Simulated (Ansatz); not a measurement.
Reactions of C$_{3}$H$_{6}$FNO, SMILES `CC(O)(F)C=N`.

Program: Ansatz. Geometries: PBE0-D4/def2-TZVP. ΔE: electronic, gas phase. CCSD(T)/CBS adds triple-zeta CCSD(T) − MP2 to the extrapolated MP2 energy (def2 sets, frozen cores). This one scheme is used for every species, atoms too. Functionals use def2-TZVPP. No spin–orbit coupling; open shells (•) take unrestricted orbitals. Spin–orbit coupling would lower the free atoms: a little for C, F, O. Bonds to Se are less sure, by a few kJ/mol each and by 10 to 20 or more in all where they break to atoms, as the def2 sets lack core-valence functions. Scalar relativity is left out up to krypton. Each species was taken in one conformer, which may not be the lowest.

| reaction | CCSD(T)/CBS(def2) (kcal/mol) |
| --- | --- |
| `CC(O)(F)C=N` + H₂ → `CC(F)C=N` + H₂O | ? |
| `CC(O)(F)C=N` → `CC(N)(F)C=O` | -1.8 |
| `CC(O)(F)C=N` → `CC(F)OC=N` | 0.0 |
| `CC(O)(F)C=N` → `CN1COC1F` | 23.6 |
| `CC(O)(F)C=N` + H₂Se → `CC(O)(F)[SeH]` + `C=N` | 7.7 |
| `CC(O)(F)C=N` + CH₄ → `CC(C)(O)F` + `C=N` | 3.5 |
| `CC(O)(F)C=N` → 3 C• + F• + 6 H• + N• + O• | 1152.3 |
| `CC(O)(F)C=N` + CH₃NH₂ → `CNC=N` + `CC(O)F` | ? |
| `CC(O)(F)C=N` → `NC/C(O)=C\F` | 14.6 |
| `CC(O)(F)C=N` → `C=NC(F)OC` | ? |

Fill in the missing values. (Estimate.)

The calculation gave: `CC(O)(F)C=N` + H₂ → `CC(F)C=N` + H₂O: -14.4 kcal/mol; `CC(O)(F)C=N` + CH₃NH₂ → `CNC=N` + `CC(O)F`: -5.5 kcal/mol; `CC(O)(F)C=N` → `C=NC(F)OC`: +20.3 kcal/mol.

Largest T1 diagnostic: 0.013, for `CNC=N`.
